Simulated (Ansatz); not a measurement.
The same atomization along the group Mg, Zn, Cd.

Program: Ansatz. Geometries: PBE0-D4/def2-TZVP. ΔE: electronic, gas phase. CCSD(T)/CBS adds triple-zeta CCSD(T) − MP2 to the extrapolated MP2 energy (def2 sets, frozen cores). This one scheme is used for every species, atoms too. DFT in def2-TZVPP. No spin–orbit coupling; open shells (•) take unrestricted orbitals. Spin–orbit coupling would lower the free atoms: a little for S. Elements past krypton have def2 core potentials. For Cd, Mg, Zn outer-core shells are correlated without core-valence functions, so the limit isn't a true one: a few kJ/mol of doubt a bond, and 10 to 20 or more in all where bonds break to atoms. Scalar relativity is left out up to krypton. One conformer a species, not always the lowest.

```json
{"reaction": "`[SH][Mg][SH]` → Mg (atom) + 2 H• + 2 S•", "CCSD(T)/CBS(def2) (eV)": "?"}
{"reaction": "`[SH][Zn][SH]` → Zn (atom) + 2 H• + 2 S•", "CCSD(T)/CBS(def2) (eV)": "12.69"}
{"reaction": "`[SH][Cd][SH]` → Cd (atom) + 2 H• + 2 S•", "CCSD(T)/CBS(def2) (eV)": "11.93"}
```

(1) Fill in the missing values. (Best estimate.)

Largest T1 diagnostic: 0.017, for Zn (atom).

## Answers

(1) Ansatz gave: `[SH][Mg][SH]` → Mg (atom) + 2 H• + 2 S•: +13.52 eV.

For atomizations the MP2-based limit and the directly extrapolated one differ by several kJ/mol either way, and by 10 to 25 for some Ge, Se and Sn compounds, so smaller differences from it don't rank the levels.
